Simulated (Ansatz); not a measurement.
C6H15ClO3Ti, SMILES `CC[O][Ti]([Cl])([O]CC)[O]CC`, relaxed with RKS PBE-D4/def2-SVP in Ansatz from a rough embedded geometry. The force threshold is 0.03 eV/Å; the program also tests the step.

The species carries charge 0 and has multiplicity 1.

Start:

```xyz
26

C     0.208   -0.886   -4.062
C     0.469   -0.533   -2.641
O    -0.543   -1.024   -1.821
Ti    0.261   -1.069    0.053
Cl    1.762   -2.775    0.234
O    -1.206   -1.212    1.326
C    -0.533   -1.387    2.565
C    -1.413   -0.841    3.701
O     1.194    0.649    0.254
C     0.192    1.618    0.428
C     0.701    2.998    0.010
H     0.105   -1.993   -4.226
H    -0.869   -0.387   -4.398
H     0.929   -0.452   -4.779
H     1.461   -0.977   -2.365
H     0.496    0.534   -2.518
H     0.407   -0.845    2.537
H    -0.362   -2.456    2.704
H    -0.876   -0.944    4.639
H    -2.402   -1.342    3.664
H    -1.615    0.293    3.496
H    -0.653    1.368   -0.159
H    -0.163    1.654    1.551
H     0.995    2.992   -1.029
H    -0.076    3.735    0.182
H     1.532    3.284    0.651
```

```
         step  energy (eV)  largest force (eV/Å)  largest move (Å)
            1  -48208.4089                 3.241             0.000
            2  -48209.9932                 1.331             0.197
            3  -48210.1972                 0.720             0.200
            4  -48210.3100                 0.292             0.197
            5  -48210.3706                 0.147             0.200
            6  -48210.4163                 0.116             0.192
            7  -48210.4545                 0.137             0.191
            8  -48210.4859                 0.155             0.195
            9  -48210.5100                 0.162             0.194
           10  -48210.5253                 0.333             0.196
           11  -48210.5429                 0.286             0.141
           13  -48210.5853                 0.110             0.195
           15  -48210.5952                 0.158             0.059
           17  -48210.6038                 0.095             0.138
           19  -48210.6071                 0.051             0.023
           21  -48210.6107                 0.072             0.100
           23  -48210.6137                 0.059             0.099
           25  -48210.6158                 0.049             0.021
           27  -48210.6173                 0.132             0.142
           29  -48210.6199                 0.026             0.049
           31  -48210.6210                 0.032             0.093
           33  -48210.6219                 0.037             0.013
           35  -48210.6233                 0.033             0.096
37 (rejected)  -48210.6179                 0.167             0.085
           38  -48210.6237                 0.016             0.028
```

End:

```xyz
26

C     0.012   -1.409   -3.642
C     0.374   -0.259   -2.713
O     0.049   -0.568   -1.378
Ti    0.600   -0.539    0.317
Cl    2.830   -0.773    0.183
O    -0.182   -1.854    1.242
C    -0.770   -2.223    2.467
C    -1.639   -1.118    3.057
O     0.298    1.044    1.072
C     0.269    2.447    0.991
C     0.881    2.961   -0.307
H     0.574   -2.323   -3.365
H    -1.071   -1.637   -3.580
H     0.257   -1.152   -4.692
H     1.465   -0.032   -2.780
H    -0.172    0.667   -3.011
H     0.036   -2.506    3.185
H    -1.378   -3.141    2.294
H    -2.078   -1.442    4.022
H    -2.467   -0.860    2.366
H    -1.043   -0.200    3.233
H    -0.787    2.791    1.091
H     0.823    2.857    1.868
H     0.302    2.604   -1.183
H     0.892    4.070   -0.327
H     1.924    2.598   -0.409
```

Hardware: 11 threads of an AMD EPYC 7R13 on a shared host and a whole NVIDIA H100 80 GB. Wall time 41 s, peak host memory 0.93 GiB.
